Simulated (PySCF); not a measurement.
**Working out the excitation energy of Ar(2+)**

Ar(2+) [Ne] 3s2 3p4 (3P) → Ar(2+) [Ne] 3s2 3p3 3d1 (5D). All numbers are calculated (PySCF 2.14, no relativity, point nucleus, in aug-cc-pwCVDZ (6s5p3d, 36 functions)). Frozen: 1s2. Energies in hartree (1 hartree = 27.21139 eV):

```
            part  Ar(2+) (lower)  Ar(2+) (upper)
             UHF     -525.292063     -524.634407
CCSD correlation       -0.266479       -0.237472
             (T)       -0.002609       -0.001837
```

What does Hartree-Fock give?

(-524.634407) − (-525.292063) = 0.657656 hartree = 17.896 eV.

What do CCSD and CCSD(T) give?

The CCSD correlation energies differ by 0.029007 hartree = 0.789 eV and the triples by 0.000772 hartree = 0.021 eV, so CCSD gives 18.685 eV and CCSD(T) 18.706 eV.

A double-zeta basis recovers only part of the correlation energy.
